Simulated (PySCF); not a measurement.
Cl3HSTi, multiplicity 1. Atoms are numbered in the order given.

```xyz
6

Ti    -0.0580     0.0079     0.0000
Cl    -0.3087     1.2449    -1.7756
Cl    -0.3087     1.2449     1.7756
Cl    -1.3693    -1.7159     0.0000
S      2.0311    -0.8579     0.0000
H      2.5548     0.3966     0.0000
```

Coordinates come from a B3LYP-D3(BJ)/def2-SVP optimisation. The multiplicity is an assumed one; no other spin state was optimised. The structure was generated by enumeration; whether it is a known compound was not checked. Other conformers were not sampled.

Computed with M06-2X/def2-TZVP run with PySCF.

Atomic charges (e):

```
atom  IAO  Mulliken
----  ---  --------
Ti1   ___      0.95
Cl2   ___     -0.29
Cl3   ___     -0.29
Cl4   ___     -0.27
S5    ___     -0.30
H6    ___      0.19
```

Some entries are withheld; supply them. (The exact figures need the calculation; the answer reports its results.)


- Ti1, IAO: 1.29
- Cl2, IAO: -0.36
- Cl3, IAO: -0.36
- Cl4, IAO: -0.34
- S5, IAO: -0.34
- H6, IAO: 0.11
